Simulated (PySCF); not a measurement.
**Bi³⁺ (bismuth, charge +3) across methods**

[Xe] 4f14 5d10 6s2, closed-shell 1S. Computed with PySCF 2.14 in aug-cc-pVTZ-DK3 (9s8p6d3f, 84 functions), with scalar relativity by spin-free X2C-1e.

| method | E (hartree) | mean ε 5p (eV) | mean ε 5d (eV) | mean ε 6s (eV) | Σ⟨r²⟩ (bohr²) | ⟨S²⟩ |
| --- | --- | --- | --- | --- | --- | --- |
| PBE0 | -21531.35 | -129.39 | -57.273 | -40.918 | 41.13 | 0.000 |
| r2SCAN | -21531.56 | -126.61 | -55.500 | -40.079 | 41.07 | 0.000 |
| UHF | -21525.39118 | -143.53 | -63.628 | -42.896 | 41.31 | 0.000 |
| PBE | -21531.67 | -124.21 | -54.718 | -39.903 | 41.17 | 0.000 |
| LDA | -21518.61 | -124.48 | -54.953 | -40.382 | 41.16 | 0.000 |
| M06-2X | -21533.80 | -134.16 | -59.616 | -42.133 | 41.06 | 0.000 |

**Question.** Estimate the same row for BHandHLYP.

**Answer.** E (hartree) = -21531.31; mean ε 5p (eV) = -134.36; mean ε 5d (eV) = -59.594; mean ε 6s (eV) = -41.933; Σ⟨r²⟩ (bohr²) = 41.24; ⟨S²⟩ = 0.000.

Spin-orbit coupling, which splits the p, d and f shells strongly at this Z, is absent.
